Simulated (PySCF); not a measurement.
## Correlation energy of Cl³⁺ (chlorine, charge +3)

[Ne] 3s2 3p2, high-spin 3P determinant. Calculation: PySCF 2.14, in aug-cc-pVQZ-DK; scalar relativity by spin-free X2C-1e. Frozen: [Ne]; 4 electrons correlated.

| level | correlation energy (mhartree) |
| --- | --- |
| CCSD | -98.82 |
| (T) | -2.34 |
| CCSD(T) | -101.16 |

Diagnostics: T1 = 0.0076, D1 = 0.0192, largest double amplitude 0.102.

Task: Is a single reference adequate?

Result: Mostly. T1 lies below 0.03, but a double amplitude of this size points to a near-degeneracy that CCSD handles and MP2 describes poorly.
